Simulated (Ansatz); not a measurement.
Computed with Ansatz on PBE0-D4/def2-TZVP structures; ΔE is electronic, products minus reactants. CCSD(T)/CBS adds triple-zeta CCSD(T) − MP2 to the extrapolated MP2 energy (def2 sets, frozen cores). One conformer a species, not always the lowest.

Reaction (substitution at a C–C bond): `CC[Si]Cl` + `S[SiH2]S` → `CS[SiH2]S` + `C[Si]Cl`

```json
{"species": "`CC[Si]Cl`", "MP2/def2-QZVPP energy (Eh)": "-827.85565"}
{"species": "`S[SiH2]S`", "MP2/def2-QZVPP energy (Eh)": "-1086.97543"}
{"species": "`CS[SiH2]S`", "MP2/def2-QZVPP energy (Eh)": "-1126.20886"}
{"species": "`C[Si]Cl`", "MP2/def2-QZVPP energy (Eh)": "-788.62488"}
```

Question: Work out ΔE.

Answer: ΔE = (-1126.20886) + (-788.62488) − (-827.85565) − (-1086.97543) = -0.00266 Eh = -7.0 kJ/mol. CCSD(T)/CBS gives -6.1 kJ/mol.

Question: What do rigid-rotor, harmonic-oscillator terms from PBE0-D4/def2-TZVP frequencies (298.15 K, 1 bar) make of the CCSD(T)/CBS value? (Best estimate.)

Answer: The calculation gave: ΔZPE = +2.6 kJ/mol, ΔH = -3.0 kJ/mol, ΔS = -4 J/(mol·K), ΔG = -1.9 kJ/mol. Modes under 50 cm⁻¹ make the entropy rough.

Largest T1 diagnostic among the species: 0.012.

Leaving LDA and LC-ωPBE aside and taking each functional with its dispersion term where it has one, the values, not all of them listed here, spread over 4.0 kJ/mol, from BLYP-D4 to CAM-B3LYP-D4. LDA lies +5.1 kJ/mol from PBE without D4. From BLYP to BHLYP (50 % exact exchange), in def2-TZVPP and without D4, ΔE moves by +3.2 kJ/mol. At CCSD(T), def2-SVP lies +11.5 kJ/mol from the extrapolated value and def2-TZVPP +2.0 kJ/mol.
